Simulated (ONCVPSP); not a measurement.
**Pseudopotential generation for Ga (Z = 31): ONCV, LDA (Perdew-Wang 92), scalar-relativistic.**

```
Element                 : Ga (Z = 31)
Generator               : ONCVPSP 4.0.1
Type                    : optimised norm-conserving Vanderbilt (ONCV)
Functional              : LDA (Perdew-Wang 92)
Relativity              : scalar-relativistic
Frozen core             : [Ar]
Valence charge          : 13
Reference configuration : 3d10 4s1.75 4p1.25
Partial waves           : 4s: rc 1.90 bohr, ncon 3, nbas 6, qcut 3.4 1/bohr, 1 projector; 4p: rc 2.45 bohr, ncon 3, nbas 6, qcut 3.4 1/bohr, 1 projector; 3d: rc 0.75 bohr, ncon 4, nbas 9, qcut 21.1 1/bohr, 2 projectors, debl 1.9 Ha
Local potential         : polynomial inside 0.65 bohr (lpopt 5, dvloc0 6 Ha)
Core correction         : polynomial model core, fcfact 0.75
```

All-electron outer shells of the reference configuration (LDA (PZ), scalar-relativistic, ld1.x):

```
shell  level (eV)  outermost node (bohr)  outermost maximum (bohr)
   3s     -147.93                   0.27                      0.56
   3p      -99.16                   0.24                      0.56
   3d      -19.89                      –                      0.53
   4s       -9.47                   0.81                      1.87
   4p       -2.94                   0.87                      2.50
```

Results:

- Cutoffs needed: 170 Ha and 192 Ha (the cutoffs (Ha) at which the residual kinetic energy of the hardest occupied pseudo-wave falls to 1 and 0.1 mHa per electron)
- Ghost test: ghosts flagged at negative energy: s at -264.9 eV, p at -37.8 eV; no localised positive-energy state flagged; a true bound ghost makes a file unfit for plane-wave use
- Configuration tests: 1 of 4 tests not solved or not reliable
- rms error of d²Exc/dni dnj: 6.87 mHa without and 1.04 mHa with the model core

Generation and tests took about 2.6 s on one core of a shared server CPU.
